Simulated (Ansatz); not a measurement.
```yaml
crystal:
  periodic: [false, false, false]
  atoms:
    - {symbol: O, position_ang: [-0.761186, -0.069922, 1.491481]}
    - {symbol: C, position_ang: [-0.778705, 0.197099, 0.115428]}
    - {symbol: F, position_ang: [-1.675103, -0.210485, -0.745090]}
    - {symbol: Si, position_ang: [0.962424, -0.436438, -0.528019]}
    - {symbol: Cl, position_ang: [-0.476664, 1.966526, -0.192837]}
    - {symbol: H, position_ang: [-1.692363, 0.408676, 1.698166]}
    - {symbol: Xx, position_ang: [1.154309, -0.253165, -1.833788]}
    - {symbol: H, position_ang: [1.087105, -1.929134, -0.029587]}
    - {symbol: H, position_ang: [2.226496, 0.096733, 0.372845]}
basis:
  gaussian: {orbitals: def2-SVPD}
hamiltonian: {xc: {name: PBEsol}, dispersion: d3bjatm}
scf: {lower_state_search: full}
output: {forces: true}
```

```sh
$ ansatz run in.yaml --threads 4 --pin off --events-out ev --progress --plain --max-ram 10444MiB
```

Output, abridged:

```
Error: YAML parse error: error: line 10 column 16: `Xx` is not an element symbol (H … Og, case-exact)
 8 |     - {symbol: Cl, position_ang: [-0.476664, 1.966526, -0.192837]}
 9 |     - {symbol: H, position_ang: [-1.692363, 0.408676, 1.698166]}
10 |     - {symbol: Xx, position_ang: [1.154309, -0.253165, -1.833788]}
11 |     - {symbol: H, position_ang: [1.087105, -1.929134, -0.029587]}
12 |     - {symbol: H, position_ang: [2.226496, 0.096733, 0.372845]}
```

What is wrong with this run?

An element symbol is wrong. The program refused the input.
